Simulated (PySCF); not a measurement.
Molecule: `C1C[C@H](S[SiH3])OC1`, C4H10OSSi.

Bonds (- single, = double, # triple, : aromatic): Si1-S2, S2-C3, C3-C4, C4-C5, C5-C6, C6-O7, O7-C3. Si1 carries H8, H9, H10; C3 carries H11; C4 carries H12, H13; C5 carries H14, H15; C6 carries H16, H17. Stereochemistry as in [SiH3]S[C@H]1CCCO1. H13, H14, H16 are cis to S2 on the ring; H12, H15, H17 are trans to S2 on the ring.

Frames of a GFN2-xTB Langevin trajectory at 600 K; GIAO PBE0/pcSseg-1 shieldings in PySCF 2.14, gas phase, non-relativistic; equivalent atoms averaged within each frame.

δ = σ(ref) − σ, references computed at the same level: TMS for ²⁹Si (σref 349.16) and ¹³C (σref 186.93) and ¹H (σref 31.72); CS2 for ³³S (σref 503.73); ¹⁷O (σref 336.08) against H2O. The references are static minima.

How do the shifts (ppm) fluctuate along the trajectory?

## Answers


```csv
time (fs),Si1,S2,C3,C6,C4,C5,O7,H11,H8/H9/H10,H17
250,-62.9,-29,106.3,84.2,35.7,29.1,101.0,5.75,5.55,5.04
425,-49.7,-5,95.9,66.6,34.2,38.1,109.9,6.98,5.08,4.36
625,-53.9,-76,86.1,76.9,52.8,36.7,106.3,4.71,4.45,5.15
800,-44.0,-31,93.5,77.9,35.7,30.6,115.2,5.77,4.95,4.60
1000,-53.6,-61,110.9,72.2,36.5,37.6,123.0,5.87,4.52,4.74
mean of frames,-52.8,-40,98.5,75.5,39.0,34.4,111.1,5.82,4.91,4.78
standard deviation,6.9,28,10.0,6.6,7.8,4.2,8.4,0.80,0.45,0.32
```

5 frames give an uncertainty of the mean of about the standard deviation over 2.2 at best, since frames this close in time may not be independent; classical motion lacks zero-point vibration, and the reference would need the same averaging.
